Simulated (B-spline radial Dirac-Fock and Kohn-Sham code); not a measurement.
**Elastic and transport cross sections of gallium for electrons**

Calculated with a radial finite-basis atomic code, using relativistic (Dirac) partial waves in the static field of the Dirac-Fock atom with Furness-McCarthy exchange, without polarisation or absorption potentials. Below a few hundred eV the neglected polarisation potential matters, most of all at small angles. σ_tr1 and σ_tr2 weight the cross section with 1 − P₁ and 1 − P₂ of cos θ; "backward" is the share scattered beyond 90°.

```tsv
energy (eV)	σ (a₀²)	σ_tr1 (a₀²)	σ_tr2 (a₀²)	σ/σ_tr1	backward (%)
50	14.5	4.50	6.03	3.22	9.9
51	14.4	4.54	6.10	3.18	10
53.9	14.3	4.64	6.30	3.09	11
57.1	14.3	4.76	6.51	3.00	12
61.4	14.2	4.91	6.76	2.90	13
76.2	14.2	5.37	7.34	2.65	16
92.5	14.3	5.71	7.50	2.51	19
100	?	?	?	?	?
116	14.2	5.93	7.19	2.40	22
130	14.1	5.95	6.85	2.37	22
132	14.1	5.95	6.79	2.37	22
```

Question: Fill in the row for 100 eV.

Answer: σ = 14.3 a₀², σ_tr1 = 5.81 a₀², σ_tr2 = 7.45 a₀², σ/σ_tr1 = 2.46, backward 20 %. The ratio σ/σ_tr1 is roughly the number of elastic collisions that randomise the direction.
